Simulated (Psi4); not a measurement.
C3H7S (SMILES C[C](C)S), doublet, at a GFN2-xTB geometry, atoms displaced at random by about 0.03 Å a coordinate; Psi4 with HF/STO-3G, gradient.

Here is a job for Psi4.
```
memory 2 GB

molecule {
0 2
  C     1.36505111   -1.03333010   -0.01817593
  C     0.00838434   -0.31037649    0.17932360
  C    -1.22976722   -1.15453592    0.01040045
  S     0.01192566    1.36306092   -0.12389300
  H     1.46389785   -1.44578116   -0.94216974
  H     1.40652762   -1.86877299    0.73687252
  H     2.15839779   -0.33532109    0.22653858
  H    -2.03398787   -0.66823978    0.52151677
  H    -1.49150767   -1.33081361   -0.94748171
  H    -1.13182577   -2.12346476    0.57398984
  H    -1.24429581    1.56237777    0.24691927
symmetry c1
no_reorient
no_com
}

set basis sto-3g
set reference uhf

gradient('scf')
print_variables()
```

Problem. Write the output that Psi4 gives for this input, abridged.

Solution. 
```
gradient() will perform analytic gradient computation.

   => Loading Basis Set <=

    Name: STO-3G
    Role: ORBITAL
    Keyword: BASIS

         ---------------------------------------------------------
                                   SCF
               by Justin Turney, Rob Parrish, Andy Simmonett
                          and Daniel G. A. Smith
                              UHF Reference
         ---------------------------------------------------------

  ==> Geometry <==

    Molecular point group: c1
    Full point group: C1

    Geometry (in Angstrom), charge = 0, multiplicity = 2:

       Center              X                  Y                   Z               Mass
    ------------   -----------------  -----------------  -----------------  -----------------
         C            1.365051110000    -1.033330100000    -0.018175930000    12.000000000000
         C            0.008384340000    -0.310376490000     0.179323600000    12.000000000000
         C           -1.229767220000    -1.154535920000     0.010400450000    12.000000000000
         S            0.011925660000     1.363060920000    -0.123893000000    31.972071174400
         H            1.463897850000    -1.445781160000    -0.942169740000     1.007825032230
         H            1.406527620000    -1.868772990000     0.736872520000     1.007825032230
         H            2.158397790000    -0.335321090000     0.226538580000     1.007825032230
         H           -2.033987870000    -0.668239780000     0.521516770000     1.007825032230
         H           -1.491507670000    -1.330813610000    -0.947481710000     1.007825032230
         H           -1.131825770000    -2.123464760000     0.573989840000     1.007825032230
         H           -1.244295810000     1.562377770000     0.246919270000     1.007825032230

  Running in c1 symmetry.

  Rotational constants: A =      0.27105  B =      0.15566  C =      0.10320 [cm^-1]
  Rotational constants: A =   8125.90824  B =   4666.56372  C =   3093.90863 [MHz]
  Nuclear repulsion =  161.311565752749658

  Charge       = 0
  Multiplicity = 2
  Electrons    = 41
  Nalpha       = 21
  Nbeta        = 20

  ==> Algorithm <==

  SCF Algorithm Type is DF.
  DIIS enabled.
  MOM disabled.
  Fractional occupation disabled.
  Guess Type is SAD.
  Energy threshold   = 1.00e-08
  Density threshold  = 1.00e-08
  Integral threshold = 1.00e-12

  ==> Primary Basis <==

  Basis Set: STO-3G
    Blend: STO-3G
    Number of shells: 21
    Number of basis functions: 31
    Number of Cartesian functions: 31
    Spherical Harmonics?: true
    Max angular momentum: 1

   => Loading Basis Set <=

    Name: (STO-3G AUX)
    Role: JKFIT
    Keyword: DF_BASIS_SCF

  ==> Integral Setup <==

  SCF_SUBTYPE=INCORE selected. In-core MEM_DF algorithm will be used.
  Using in-core AOs.

  ==> MemDFJK: Density-Fitted J/K Matrices <==

    J tasked:                   Yes
    K tasked:                   Yes
    wK tasked:                   No
    Algorithm:                 Core
    Schwarz Cutoff:           1E-12
    Mask sparsity (%):       2.4974
    Fitting Condition:        1E-10

   => Auxiliary Basis Set <=

  Basis Set: (STO-3G AUX)
    Blend: DEF2-UNIVERSAL-JKFIT
    Number of shells: 155
    Number of basis functions: 479
    Number of Cartesian functions: 562
    Spherical Harmonics?: true
    Max angular momentum: 4

  Minimum eigenvalue in the overlap matrix is 2.0358971904E-01.
  Reciprocal condition number of the overlap matrix is 8.3330032526E-02.
    Using symmetric orthogonalization.

  ==> Pre-Iterations <==

  SCF Guess: Superposition of Atomic Densities via on-the-fly atomic UHF (no occupation information).

   -------------------------
    Irrep   Nso     Nmo
   -------------------------
     A         31      31
   -------------------------
    Total      31      31
   -------------------------

  ==> Iterations <==

                           Total Energy        Delta E     RMS |[F,P]|

[...]
  @DF-UHF Final Energy:  -509.41009994342539
    Total Energy =                       -509.4100999434253936
[...]
 Dipole X            :         -0.6188919            0.3402000           -0.2786920
 Dipole Y            :         -1.3176256            1.1517957           -0.1658299
 Dipole Z            :          1.0589136           -1.0144310            0.0444827
 Magnitude           :                                                    0.3273339

 ------------------------------------------------------------------------------------

         ------------------------------------------------------------
                                   SCF GRAD
                          Rob Parrish, Justin Turney,
                       Andy Simmonett, and Alex Sokolov
         ------------------------------------------------------------

  ==> Geometry <==

    Molecular point group: c1
    Full point group: C1

    Geometry (in Angstrom), charge = 0, multiplicity = 2:

       Center              X                  Y                   Z               Mass
    ------------   -----------------  -----------------  -----------------  -----------------
         C            1.365051110000    -1.033330100000    -0.018175930000    12.000000000000
         C            0.008384340000    -0.310376490000     0.179323600000    12.000000000000
         C           -1.229767220000    -1.154535920000     0.010400450000    12.000000000000
         S            0.011925660000     1.363060920000    -0.123893000000    31.972071174400
         H            1.463897850000    -1.445781160000    -0.942169740000     1.007825032230
         H            1.406527620000    -1.868772990000     0.736872520000     1.007825032230
         H            2.158397790000    -0.335321090000     0.226538580000     1.007825032230
         H           -2.033987870000    -0.668239780000     0.521516770000     1.007825032230
         H           -1.491507670000    -1.330813610000    -0.947481710000     1.007825032230
         H           -1.131825770000    -2.123464760000     0.573989840000     1.007825032230
         H           -1.244295810000     1.562377770000     0.246919270000     1.007825032230

  Nuclear repulsion =  161.311565752749658

  ==> Basis Set <==

  Basis Set: STO-3G
    Blend: STO-3G
    Number of shells: 21
    Number of basis functions: 31
    Number of Cartesian functions: 31
    Spherical Harmonics?: true
    Max angular momentum: 1

  ==> DFJKGrad: Density-Fitted SCF Gradients <==

    Gradient:                    1
    J tasked:                  Yes
    K tasked:                  Yes
    wK tasked:                  No
    Integrals threads:           1
    Schwarz Cutoff:          1E-12
    Fitting Condition:       1E-10

   => Auxiliary Basis Set <=

  Basis Set: (STO-3G AUX)
    Blend: DEF2-UNIVERSAL-JKFIT
    Number of shells: 155
    Number of basis functions: 479
    Number of Cartesian functions: 562
    Spherical Harmonics?: true
    Max angular momentum: 4

  -Total Gradient:
     Atom            X                  Y                   Z
    ------   -----------------  -----------------  -----------------
       1        0.029428631908    -0.014186420638    -0.109804278186
       2       -0.031157554251     0.058343880785     0.002203196658
       3       -0.017955864026     0.017803092099    -0.111314181771
       4        0.000954666595    -0.048393952729     0.009250674851
       5       -0.011344877875     0.025324230190     0.071021309234
       6       -0.002444585015    -0.022367847980     0.023329826912
       7       -0.006294507100     0.004018905626     0.008036280678
       8        0.018124756846    -0.009892123855     0.000974775319
       9        0.020874888548     0.016566691400     0.082624036052
      10       -0.004174364273    -0.023445698474     0.024171448007
      11        0.003988808645    -0.003770756402    -0.000493087757

  Variable Map:
  ----------------------------------------------------------------------------
[...]
  Array Variable Map:
  ----------------------------------------------------------------------------
[...]
[...]
```
